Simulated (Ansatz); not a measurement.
`BCCBr`, relaxed with RKS PBE-D4/def2-SVP in the Gaussian-basis code of Ansatz from a rough embedded geometry. The force threshold is 0.03 eV/Å; the program also tests the step.

Charge 0, multiplicity 1.

Start:

```xyz
10

B     0.095   -0.276   -1.381
C    -0.363   -0.568    0.052
C    -0.012    0.569    0.963
Br    1.939    0.772    1.327
H     0.888   -1.027   -1.962
H    -0.302    0.656   -2.046
H     0.119   -1.480    0.439
H    -1.435   -0.680    0.066
H    -0.518    0.460    1.961
H    -0.411    1.573    0.581
```

**Question.** How much energy does the relaxation release, and in how many steps? (Best estimate.)

**Answer.** Computed: 6.26 kcal/mol, in 11 steps, 2 of them rejected.

**Question.** Which bonds change most? (Best estimate.)

**Answer.** Ansatz gave: C2–H8 from 1.077 to 1.126 Å; C3–H10 from 1.146 to 1.106 Å; B1–C2 from 1.532 to 1.564 Å; C2–C3 from 1.499 to 1.519 Å.

**Question.** Give the relaxed structure. (Best estimate.)

**Answer.** Computed: 
```xyz
10

B     0.173   -0.321   -1.423
C    -0.257   -0.555    0.063
C    -0.099    0.611    1.024
Br    1.810    1.066    1.249
H     0.320   -1.271   -2.173
H     0.285    0.808   -1.869
H     0.167   -1.491    0.486
H    -1.353   -0.785   -0.049
H    -0.469    0.403    2.046
H    -0.576    1.535    0.646
```
